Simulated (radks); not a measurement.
Values are calculated unless marked as measured or tabulated.
Q: K+, configuration [Ne] 3s2 3p5 7d1 (not the ground configuration). Code: a radial shooting solver on a logarithmic mesh with Libxc functionals. Model: non-relativistic Kohn-Sham, PBE, spin-polarised, spherical densities, point nucleus; open shells are filled with parallel spins first. Some entries of the table are withheld. Estimate them.

orbital,occ.,eigenvalue (eV),r(max) (bohr),<r> (bohr)
1s up,1,-3527.506,0.05352,0.08155
1s down,1,-3527.253,0.05352,0.08155
2s up,1,-372.4167,0.3201,0.3898
2s down,1,-372.1974,0.3202,0.3897
2p up,3,-301.9807,0.2633,0.3511
2p down,3,-301.6614,0.2634,0.3510
3s up,1,-55.1373,1.070,1.238
3s down,1,-53.8373,1.071,1.242
3p up,3,-38.3573,1.131,1.352
3p down,2,-37.1302,1.133,1.361
7d up,1,(1),30.07,26.33

A: 
(1) 7d up eigenvalue (eV): -1.2889
